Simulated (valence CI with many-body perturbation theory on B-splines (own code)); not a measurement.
# Hyperfine factors and g values of Sb12+

Computed by configuration interaction combined with many-body perturbation theory (CI+MBPT): three valence electrons over a frozen Dirac-Fock core [Kr], radial functions for each j: 7 s, 7 p, 8 d, 6 f, 4 g, 1 h, with the one-electron correlation potential Σ1, the two-electron term Σ2, the three-electron term Σ3, Breit, model QED; selected CI, second order for the rest, scaled by the run's own slope (own B-spline code, finite nucleus).

No measured spectrum was set against this ion. As an estimate, terms of the open shell hold to 2 to 4 % of their energy, and close levels can change places. Excitations out of the core, of the other parity, are not computed and may begin above about 55.5 eV (a cautious bound); beyond it only levels of the ground parity were kept, without lifetimes.

A/g_I is the dipole constant over the nuclear g factor μ/I (μ in nuclear magnetons, uniformly magnetised nucleus), B/Q the quadrupole constant per barn. Both hold the static response of the core; the bare values leave it out. Large factors of s and p1/2 electrons are usually good to 5 to 10 %; those of open d and f shells near neutrality can be off by tens of per cent, and small factors of p3/2, d and f electrons come from cancelling terms and can be off by a factor of two or in sign, in half-filled shells by more. B is blank for J = 1/2, where it vanishes, and for nearly pure S terms. Energies count from the lowest level.

Names give the largest LS component (configuration and term), which can be under half, so a name can repeat, a term be missing and a line seem to break the LS rules; names also repeat where a configuration has a term twice. Letters in brackets count levels of one name in rising energy.

| Level | E (eV) | g | A/g_I (MHz) | A/g_I bare | B/Q (MHz/b) | B/Q bare |
| --- | --- | --- | --- | --- | --- | --- |
| 4d3 4F_3/2 | 0.000 | 0.444 | 4150 | 3570 | -1130 | -1050 |
| 4d3 4F_5/2 | 0.854 | 1.033 | 2120 | 2100 | -938 | -881 |
| 4d3 4F_7/2 | 1.664 | 1.214 | 1640 | 1790 | -962 | -909 |
| 4d3 4F_9/2 | 2.329 | 1.273 | 1660 | 1870 | -788 | -753 |
| 4d3 4P_3/2 | 2.937 | 1.477 | 1370 | 1780 | -1590 | -1490 |
| 4d3 4P_1/2 | 3.236 | 2.267 | -3040 | -1880 |  |  |
| 4d3 2G_7/2 | 4.074 | 0.918 | 2510 | 2370 | 1350 | 1260 |
| 4d3 2H_9/2 | 4.203 | 1.035 | 2190 | 2170 | 3050 | 2850 |
| 4d3 4P_5/2 | 4.389 | 1.575 | 142 | 637 | 2260 | 2100 |
| 4d3 2D_3/2 [a] | 5.059 | 1.160 | 1950 | 2050 | -2350 | -2190 |
| 4d3 2P_1/2 | 5.397 | 1.068 | -86.2 | -85.8 |  |  |
| 4d3 2H_11/2 | 5.723 | 1.090 | 2040 | 2070 | 5120 | 4780 |
| 4d3 2D_5/2 [a] | 6.270 | 1.207 | 1700 | 1850 | -1280 | -1200 |
| 4d3 2G_9/2 | 6.283 | 1.043 | 1770 | 1750 | 2020 | 1890 |
| 4d3 2P_3/2 | 7.217 | 1.179 | 1610 | 1720 | 317 | 296 |
| 4d3 2F_7/2 | 7.724 | 1.135 | 1990 | 2060 | 1390 | 1310 |
| 4d3 2F_5/2 | 7.733 | 0.887 | 2070 | 1910 | 2870 | 2680 |
| 4d3 2D_3/2 [b] | 11.790 | 0.801 | 3550 | 3310 | 3020 | 2820 |
| 4d3 2D_5/2 [b] | 11.838 | 1.181 | 1460 | 1580 | 2460 | 2300 |
| 4d2.5s 4F_3/2 | 78.966 | 0.426 | -7130 | -6580 | 630 | 592 |
| 4d2.5s 4F_5/2 | 79.372 | 1.013 | 12000 | 11100 | 604 | 566 |
| 4d2.5s 4F_7/2 | 80.499 | 1.230 | 9260 | 8690 | 1140 | 1060 |
| 4d2.5s 2F_5/2 | 81.128 | 0.914 | -2710 | -2340 | 1240 | 1160 |
| 4d2.5s 4F_9/2 | 81.573 | 1.320 | 8120 | 7710 | 2080 | 1930 |
| 4d2.5s 4P_1/2 | 82.208 | 2.548 | 47100 | 43800 |  |  |
| 4d2.5s 2F_7/2 | 82.611 | 1.116 | -3510 | -2950 | 2340 | 2190 |
| 4d2.5s 4P_5/2 | 82.617 | 1.384 | 13000 | 12200 | -1640 | -1540 |
| 4d2.5s 4P_3/2 | 82.705 | 1.486 | 5490 | 5360 | 1510 | 1400 |
| 4d2.5s 2D_3/2 | 83.196 | 1.153 | 3540 | 3440 | -976 | -914 |
| 4d2.5s 2P_1/2 | 83.831 | 0.796 | -7950 | -7360 |  |  |
| 4d2.5s 2D_5/2 | 84.589 | 1.372 | 13000 | 12200 | -1950 | -1820 |
| 4d2.5s 2G_9/2 | 84.608 | 1.124 | 8540 | 7960 | 6650 | 6230 |
| 4d2.5s 2G_7/2 | 84.709 | 0.921 | -4250 | -3760 | 5760 | 5400 |
| 4d2.5s 2P_3/2 | 85.243 | 1.198 | -9410 | -8270 | -1920 | -1800 |
| 4d2.5s 2S_1/2 | 90.308 | 1.993 | 59300 | 54500 |  |  |

Problem. Take the isotope of mass number 123, with I = 7/2, μ = 2.5457 μN and Q = -0.692 b. What is the hyperfine structure of 4d3 4F_5/2?

Solution. From the table A = 1540 MHz, B = 649 MHz. Shifts from the centre of gravity in MHz: F = 1: -17000, F = 2: -14100, F = 3: -9670, F = 4: -3660, F = 5: 4060, F = 6: 13600.
